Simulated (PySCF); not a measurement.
## Ca (calcium, neutral) across methods

[Ar] 4p2, high-spin 3P determinant (an excited configuration). Computed with PySCF 2.14 in dyall-acv3z, with the spin-free X2C one-electron Hamiltonian (Gaussian nucleus).

```
 method  E (hartree)  mean ε 3p α (eV)  mean ε 3p β (eV)  mean ε 4p α (eV)  Σ⟨r²⟩ (bohr²)   ⟨S²⟩
 r2SCAN     -680.264           -31.228           -31.140            -2.709          70.17  2.000
    UHF   -679.48329           -39.078           -38.879            -4.041          76.69  2.000
LC-wPBE     -680.140           -35.864           -35.771            -4.380          71.83  2.000
    PBE     -680.090           -30.369           -30.260            -2.676          69.39  2.000
 revPBE     -680.216           -30.365           -30.271            -2.678          69.51  2.000
    LDA     -678.438           -30.405           -30.290            -2.655          69.34  2.000
   PBE0     -680.125           -32.820           -32.690            -3.110          70.44  2.000
```

Task: Estimate the same row for r2SCANh.

Result: E (hartree) = -680.260; mean ε 3p α (eV) = -32.084; mean ε 3p β (eV) = -31.984; mean ε 4p α (eV) = -2.866; Σ⟨r²⟩ (bohr²) = 70.51; ⟨S²⟩ = 2.000.
